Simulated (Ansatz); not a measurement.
BGeH$_{3}$O$_{2}$, SMILES `[OH][GeH]1[BH][O]1` at its PBE0-D4/def2-TZVP geometry, where that method's forces vanish. Charge 0, multiplicity 1.

```xyz
7

O    -0.4483    0.1777   -1.7588
Ge   -0.7139    0.0655   -0.0084
B     0.8546    0.6511    1.1705
O     1.0942   -0.5430    0.7746
H    -0.5978   -0.6523   -2.2186
H    -1.4992   -1.2446    0.2332
H     1.3104    1.5456    1.8075
```

Task: What forces (eV/Å) does r2SCAN-D4/def2-TZVPP give on these atoms in the Gaussian-basis code of Ansatz? (Estimate.)

Result: Computed: 
```
O1   0.077  0.047 -0.079
Ge2 -0.202  0.054  0.082
B3  -0.027  0.251  0.070
O4   0.126 -0.264 -0.044
H5  -0.020 -0.049 -0.007
H6   0.050 -0.006 -0.007
H7  -0.004 -0.034 -0.015
```
